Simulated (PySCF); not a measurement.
# Orbital picture of DyP

B3LYP at R = 2.324 Å; Dy x2c-SVPall, P x2c-SVPall; spin-free X2C with a Gaussian nucleus (PySCF 2.14). State: sextet, about 9.2 electrons in the 4f shell (Mulliken), real f orbitals that mix terms. Only the outer orbitals are listed, counted within each symmetry.

```tsv
spin	orbital	occ.	ε (eV)	on Dy (%)	main shells (%)
α	17σ	1	-4.98	57	48 Dy s, 39 P p
α	9π	1	-4.78	42	58 P p, 38 Dy d
α	9π	1	-4.78	42	58 P p, 38 Dy d
α	18σ	0	-2.81	76	38 Dy s, 32 Dy d, 22 P p
α	4δ	0	-1.36	100	100 Dy d
α	4δ	0	-1.36	100	100 Dy d
β	1φ	1	-8.73	100	100 Dy f
β	16σ	1	-8.59	99	98 Dy f
β	17σ	1	-5.04	43	54 P p, 32 Dy s, 8 Dy d
β	8π	1	-4.83	38	62 P p, 25 Dy d, 9 Dy f
β	8π	1	-4.83	38	62 P p, 25 Dy d, 9 Dy f
β	18σ	0	-2.71	86	54 Dy s, 24 Dy d, 12 P p
β	3δ	0	-2.38	100	100 Dy f
β	3δ	0	-2.38	100	100 Dy f
```

Problem. Which are the highest filled and the lowest empty level, where do they sit, and how wide is the gap?

Solution. Highest filled α 9π at -4.78 eV (in %: 58 P p, 38 Dy d); lowest empty α 18σ at -2.81 eV (in %: 38 Dy s, 32 Dy d, 22 P p); the gap at B3LYP is 1.97 eV.

The bond order (Mayer) is 3.13. The ⟨S²⟩ is 8.811 and the charge on Dy (Mulliken, basis-dependent) is 0.19. The charge on Dy (Löwdin, basis-dependent) is -0.04. The dipole moment (positive dipole means Dy(−)P(+)) is -6.02 D. The polarisability along the bond is 156.4 bohr³. The polarisability across the bond is 71.5 bohr³.

Spin–orbit coupling is left out. The state is the lowest single determinant that the PBE0 search found; with open d or f shells the true ground state can be another one.
